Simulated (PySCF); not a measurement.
## H2OsS, quintet: computed properties

Method: UPBE0/[Os def2-TZVP with ECP60, S def2-TZVP, H def2-TZVP], scalar-relativistic core potentials, density fitting, no spin–orbit coupling, PySCF.

The structure is a minimum.

Z-matrix (Å, degrees; charge 0 multiplicity 5):
```
Os
S  1 2.1268
H  1 1.6454 2 127.13
H  1 1.6454 2 127.13 3 -138.52
```

```json
{
 "Point group": "Cs",
 "Bond lengths": "Os–H 1.645 Å (×2), Os–S 2.127 Å",
 "Bond angles": "H–Os–H 96.4°, H–Os–S 127.1° (×2)",
 "Zero-point energy": "34.7 kJ/mol",
 "Principal polarisabilities": "40.3, 48.9, 93.6 bohr³",
 "Atomisation energy without zero-point energy": "918 kJ/mol",
 "Rotational constants": "4.882, 0.1319, 0.1293 cm⁻¹",
 "Enthalpy at 298.15 K above 0 K": "13.31 kJ/mol",
 "Heat capacity Cp at 298.15 K": "56.9 J/(mol K)",
 "Spin squared ⟨S²⟩": "6.017",
 "Rotational symmetry number": "1",
 "Entropy at 298.15 K and 1 bar (electronic part: spin only)": "302.1 J/(mol K)",
 "Dipole moment": "1.32 D",
 "Principal quadrupole moments (Buckingham, traceless) about the centre of mass": "-4.66, 0.43, 4.23 D Å",
 "Lowest empty level (β)": "-4.24 eV",
 "Highest occupied level (α)": "-6.60 eV"
}
```

Harmonic modes (masses in u: Os 191.961, S 31.972, H 1.008):
```json
{"symmetry": "a'", "ω (cm⁻¹)": "215", "IR (km/mol)": "24.7", "type": "bend"}
{"symmetry": "a''", "ω (cm⁻¹)": "318", "IR (km/mol)": "6.3", "type": "bend"}
{"symmetry": "a'", "ω (cm⁻¹)": "494", "IR (km/mol)": "26.3", "type": "mixed"}
{"symmetry": "a'", "ω (cm⁻¹)": "663", "IR (km/mol)": "0.8", "type": "bend"}
{"symmetry": "a''", "ω (cm⁻¹)": "2035", "IR (km/mol)": "87.3", "type": "stretch"}
{"symmetry": "a'", "ω (cm⁻¹)": "2075", "IR (km/mol)": "89.2", "type": "stretch"}
```

Charges (e):
| atom | Mulliken | Löwdin | polar tensor | spin (Mulliken) | Mayer order to Os1 |
| --- | --- | --- | --- | --- | --- |
| Os1 | 0.51 | 0.21 | 0.63 | 3.19 | – |
| S2 | -0.36 | -0.03 | -0.37 | 0.82 | 2.04 |
| H3,4 | -0.08 | -0.09 | -0.13 | -0.01 | 0.91 |

Mulliken populations on Os1 (electrons outside its core potential): s 2.86, p 6.44, d 6.17, f 0.02.

Only a few start shapes were tried, so a lower isomer may exist. With open d or f shells other occupations or spin states may lie lower. At this level a triplet minimum of Cs symmetry lies 107 kJ/mol below this structure. No spin–orbit coupling is included, which matters more the heavier the element.

The final relaxation and frequency run took 35 s on 4 threads of a shared Arm Neoverse V1 host, with 89 basis functions and 14 gradients; the process peaked at 1.1 GiB. Launch command: `OMP_NUM_THREADS=4 python axn.py task.json out`.
